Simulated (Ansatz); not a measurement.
Total energies of B(OPMe3)Cl3 (C₃H₉BCl₃OP) from Ansatz at PBE0-D4/def2-TZVP, gas phase (1 Eh = 27.2114 eV = 2625.5 kJ/mol). The reference geometry is relaxed at r2SCAN-D4/def2-SVP.

```csv
atom,x (Å),y (Å),z (Å)
B1,2.0694,-1.1744,-0.5096
O2,0.6880,-1.1792,0.0903
P3,-0.3377,0.0013,0.1510
C4,-0.1050,0.9705,1.6475
C5,-1.9485,-0.7907,0.2265
C6,-0.3035,1.0931,-1.2760
H7,-0.8854,1.7409,1.7400
H8,0.8923,1.4313,1.5984
H9,-0.1410,0.2944,2.5145
H10,-1.9622,-1.4841,1.0802
H11,-2.7526,-0.0484,0.3371
H12,-2.0993,-1.3684,-0.6975
H13,0.6705,1.6029,-1.3034
H14,-0.3996,0.4870,-2.1881
H15,-1.1243,1.8229,-1.1999
Cl16,2.9750,-2.5813,0.2068
Cl17,2.8817,0.4764,-0.0623
Cl18,1.8824,-1.2941,-2.3555
```

```
           state   geometry  energy (Eh)
charge 0 singlet  reference  -1941.29567
charge 1 doublet  reference  -1940.95244
```

Q: Work out the vertical ionisation energy to the doublet.

A: E(charge 1 doublet) − E(charge 0 singlet) = -1940.95244 − (-1941.29567) = 0.34323 Eh = 9.34 eV. For comparison, −ε of the highest occupied level is 7.36 eV at this level, 1.98 eV less.
